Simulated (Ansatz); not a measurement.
`[CH3][Zn][F]`. The species carries charge 0 and has multiplicity 1. The geometry is a stationary point of PBE0-D4/def2-TZVP.

```xyz
6

C     0.597    0.380    0.220
Zn   -0.945   -0.601   -0.348
F    -2.358   -1.501   -0.869
H     0.853    1.143   -0.517
H     0.404    0.869    1.176
H     1.450   -0.290    0.338
```

(1) What is the dipole moment at r2SCAN/def2-TZVPP? (An estimate is asked.)

(2) And with PBE, B3LYP, ωB97M-V? (Estimate.)

(3) Give the Mulliken charges with r2SCAN, ωB97M-V, B3LYP in def2-TZVPP. (Estimate.)

Answers

(1) Computed: 2.80 D, with components (2.26, 1.44, 0.83) D in this frame, pointing from negative to positive charge.

(2) Ansatz gave: PBE 2.76 D, B3LYP 2.85 D, ωB97M-V 2.73 D.

(3) The calculation gave: 
```tsv
atom	r2SCAN	ωB97M-V	B3LYP
C1	-0.36	-0.52	-0.44
Zn2	0.57	0.61	0.58
F3	-0.48	-0.49	-0.49
H4	0.09	0.13	0.12
H5	0.09	0.13	0.12
H6	0.09	0.13	0.12
```

B3LYP here is the variant with VWN-RPA as its local correlation; programs differ in this.
